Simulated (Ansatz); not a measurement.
`[NH2][Ga]([NH2])[NH2]`. Total charge 0; spin multiplicity 1.

```xyz
10

N     0.8328    1.2695   -1.0118
Ga    0.0149   -0.0080    0.0019
N    -0.0438    0.1680    1.8188
N    -0.6681   -1.5019   -0.7922
H     1.0169    2.1816   -0.6281
H     0.6449    1.3357   -1.9983
H     0.5894    0.8023    2.2781
H    -0.1930   -0.6457    2.3932
H    -0.8925   -1.5008   -1.7733
H    -1.3013   -2.1006   -0.2885
```

Task: List the harmonic frequencies (cm⁻¹, unscaled) at PBE0-D4/def2-TZVP in Ansatz. (Best estimate.)

Result: Computed: 157, 170, 182, 203, 263, 309, 311, 317, 340, 657, 697, 710, 712, 804, 807, 1563, 1567, 1581, 3602, 3608, 3609, 3699, 3707, 3708.

Task: Is this a minimum?

Result: Yes, all 24 modes are real.

Task: Give the ideal-gas thermochemistry at 298.15 K and 1 bar (rigid rotor, harmonic oscillator; point group Cs, symmetry number 1).

Result: Zero-point energy 199.1 kJ/mol; H(298) − E = 222.3 kJ/mol; entropy 351.1 J/(mol·K), of which translation 168.3, rotation 107.4, vibration 75.4; G(298) − E = 117.6 kJ/mol.
